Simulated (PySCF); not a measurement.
In(H)(Et)(Vi), SMILES C=[CH][InH][CH2]C (C4H9In), PBE0/def2-SVP optimised geometry.

```
14

In     0.65    -0.58     0.00
H      2.39    -0.58     0.00
C     -0.50     1.28     0.00
C      0.32     2.56    -0.05
H     -1.14     1.25     0.90
H     -1.20     1.22    -0.85
H      0.94     2.62    -0.96
H      1.00     2.65     0.80
H     -0.32     3.46    -0.04
C     -0.43    -2.45     0.00
C     -1.76    -2.51     0.00
H      0.12    -3.41     0.01
H     -2.32    -3.46     0.00
H     -2.39    -1.61    -0.01
```

Density from PySCF with PBE0/def2-TZVP, def2 effective core potentials past Kr at that geometry. The core electrons that the potentials of In replace are not part of the density.

Minimum of the electron density along straight lines between bonded atoms, close to the bond critical point (lines longer than 1.1 times the sum of covalent radii, or with two minima, are not listed):

| bond | length / Å | ρ at the minimum / e bohr⁻³ | ∇²ρ there / e bohr⁻⁵ | position (fraction from the first atom) |
|---|---|---|---|---|
| In1–H2 | 1.743 | 0.101 | 0.11 | 0.63 |
| In1–C3 | 2.183 | 0.096 | 0.14 | 0.51 |
| C3–C4 | 1.524 | 0.243 | -0.59 | 0.50 |
| C3–H5 | 1.104 | 0.267 | -0.87 | 0.64 |
| C3–H6 | 1.104 | 0.267 | -0.87 | 0.64 |
| C4–H7 | 1.102 | 0.271 | -0.91 | 0.64 |
| C4–H8 | 1.102 | 0.271 | -0.91 | 0.64 |
| C4–H9 | 1.104 | 0.270 | -0.90 | 0.64 |
| In1–C10 | 2.158 | 0.099 | 0.17 | 0.51 |
| C10–C11 | 1.340 | 0.345 | -1.04 | 0.49 |
| C10–H12 | 1.099 | 0.273 | -0.93 | 0.64 |
| C11–H13 | 1.099 | 0.275 | -0.95 | 0.65 |
| C11–H14 | 1.097 | 0.277 | -0.96 | 0.65 |
